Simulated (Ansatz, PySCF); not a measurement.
C₅H₁₁FSi (SMILES C=C[Si](C)(F)CC), singlet, geometry from GFN2-xTB, with bond 14-6 at 1.8 times its length. Base run: CASSCF(4,4)/STO-3G (PySCF).

The PySCF input:
```python
from pyscf import gto, scf, mcscf
import numpy

mol = gto.Mole()
mol.atom = '''
    C    -1.982369   -0.970179    1.601507
    C    -1.001688   -0.115734    1.349853
    Si   -0.159036    0.071725   -0.324906
    C    -0.371896    1.817710   -1.038595
    F    -0.919523   -0.944630   -1.348854
    C     1.658685   -0.496539   -0.292603
    C     2.551202    0.342848    0.617545
    H    -2.445331   -1.055291    2.573036
    H    -2.365194   -1.623853    0.835420
    H    -0.656246    0.519878    2.156338
    H     0.103660    1.903345   -2.011541
    H    -1.423185    2.059838   -1.164585
    H     0.063557    2.571730   -0.390688
    H     1.745912   -2.372511    0.285701
    H     2.063644   -0.470351   -1.306148
    H     2.554843    1.383069    0.300585
    H     3.576571   -0.021917    0.595490
    H     2.199148    0.301175    1.645544
'''
mol.basis = 'sto-3g'
mol.charge = 0
mol.spin = 0
mol.verbose = 4
mol.build()

mf = scf.RHF(mol)
mf.kernel()
mc = mcscf.CASSCF(mf, 4, 4)
mc.fix_spin_(ss=0.0)
mc.kernel()
occ = numpy.linalg.eigvalsh(mc.fcisolver.make_rdm1(mc.ci, mc.ncas, mc.nelecas))[::-1]
ss = mc.fcisolver.spin_square(mc.ci, mc.ncas, mc.nelecas)[0]
print('natural occupations', occ.round(4), ' <S^2>', round(ss, 4))
```

Programs used: Ansatz (a program for electronic structure), PySCF; a row that names a program was run with it.

The base run was repeated with changes; each row names its change, and settings that it needs were set with it.

```
change                                                ΔE vs base (mEh)                           natural occupations  <S^2> of the state
----------------------------------------------------  ----------------  --------------------------------------------  ------------------
base                                                             0.000                           1.88 1.72 0.28 0.12                0.00
active space = 6 electrons, 6 orbitals                         -16.533                 1.98 1.88 1.72 0.28 0.12 0.02                0.00
state_average = 2 states                                         0.898                                             -                   -
active space = 10 electrons, 9 orbitals                        -37.383  2.00 1.98 1.97 1.88 1.72 0.28 0.12 0.03 0.02                0.00
active space = 2 electrons, 4 orbitals                          42.167                           1.72 0.28 0.00 0.00                0.00
code = ansatz                                                    0.032                                             -                   -
orbitals = fixed (CASCI)                                        34.121                           1.92 1.77 0.23 0.08                0.00
active space = 4 electrons, 3 orbitals                          41.939                                2.00 1.72 0.28                0.00
code = ansatz; correction = SC-NEVPT2, all electrons            -285.0                                             -                   -
conv_tol = 1e-5                                                  0.000                           1.88 1.72 0.28 0.12                0.00
active space = 6 electrons, 8 orbitals                         -27.049       1.98 1.89 1.72 0.28 0.10 0.02 0.00 0.00                0.00
```

Active orbitals are taken around the Fermi level unless the row says otherwise; CASSCF can end in different local minima, and two programs can end on different orbitals. State-averaged rows give the lowest state.
